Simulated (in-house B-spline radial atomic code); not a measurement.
Values are calculated unless marked as measured or tabulated.
## Making a Troullier-Martins p channel for Ga, r_c = 0.72 bohr

Ga, [Ar] 3d10 4s2 4p1, non-relativistic LDA (VWN5), spherical and spin-unpolarised, from a B-spline radial code for spherical atoms (atomic units). The all-electron 3p level is ε = -3.584666 hartree, its outermost node lies just inside 0.25 bohr and its outer maximum at 0.57 bohr.

Inside r_c the pseudo-orbital is u(r) = r^2 exp(p(r)), with p = c0 + c2 r² + c4 r⁴ + … + c12 r¹². The seven coefficients follow from p and its first four derivatives at r_c, from zero curvature of the screened potential at the origin, c4 = −c2²/(2l + 5), and from the norm inside r_c. At r_c the all-electron orbital has P = 1.18287, P' = -1.358502, the screened potential V = -7.376847, V' = 23.34679, V'' = -102.2839, and the norm inside is Q = 0.6052948.

Task: What are p, p' and p'' at r_c?

Result: p = ln(P/r_c^2) = ln(1.18287/0.5184) = 0.82495. p' = P'/P − 2/r_c = -1.14848 − 2.77778 = -3.92626. The radial equation gives p'' = 2(V − ε) − 2(2) p'/r_c − p'² = -7.58436 − (-21.81254) − 15.41549 = -1.18732. Differentiating, p''' = 2V' + 2(2)p'/r_c² − 2(2)p''/r_c − 2p'p'' = 13.671, and p'''' = 2V'' − 4(2)p'/r_c³ + 4(2)p''/r_c² − 2(2)p'''/r_c − 2p''² − 2p'p''' = -110.15.

For a trial c2 the five matching conditions are linear in c0, c6, c8, c10 and c12, and c2 is varied until the norm inside r_c equals Q. The root nearest zero gives:

| n | c_n |
| --- | --- |
| 0 | 2.281201 |
| 2 | -2.249649 |
| 4 | -0.7229887 |
| 6 | -10.1461 |
| 8 | 35.5631 |
| 10 | -43.05807 |
| 12 | 18.62233 |

Task: Check c4 and p(r_c), and find the screened pseudopotential at the origin.

Result: −c2²/7 = -0.722989, as listed. The terms c_n r_c^n are 2.28120, -1.16622, -0.19429, -1.41349, 2.56838, -1.61205, 0.36143, which sum to 0.82495. Inverting the radial equation, V_l(r) = ε + 2 p'/r + (p'' + p'²)/2, so V_l(0) = ε + (2l + 3) c2 = -3.584666 + 5 × (-2.24965) = -14.8329 hartree, finite where the all-electron potential diverges.

Orbitals and screened potentials:

```tsv
r (bohr)	P	u	V all-electron	V pseudo
0.072	-0.553	0.05015	-328.9	-14.84
0.18	-0.4584	0.2945	-95.72	-15.05
0.288	0.3557	0.6675	-45.69	-15.75
0.396	0.9859	1.037	-25.95	-16.2
0.504	1.266	1.264	-16.12	-14.66
0.612	1.292	1.292	-10.63	-10.82
0.72	1.183	1.183	-7.377	-7.377
```

Logarithmic derivatives P'/P at R = 1.02 bohr, for energies E around ε:

```
E − ε (hartree)  all-electron     pseudo
           -0.5     -0.666891  -0.667539
          -0.25      -1.25256   -1.25278
           -0.1      -1.67703   -1.67707
              0      -1.99976   -1.99976
            0.1      -2.36157   -2.36162
           0.25      -2.99609   -2.99653
            0.5      -4.40681   -4.40954
```

Task: With P(R) = 0.7193695 and a norm of 0.8825123 inside R, what slope in energy does norm conservation fix?

Result: d(P'/P)/dE = −2 × (norm inside R)/P(R)² = -3.4107 per hartree·bohr at E = ε, for both atoms, since orbital and norm agree at R. Differences over ±0.1 hartree give -3.4227 (all-electron) and -3.4227 (pseudo), which also hold third-order terms. Half a hartree below ε the two curves differ by -0.0006.
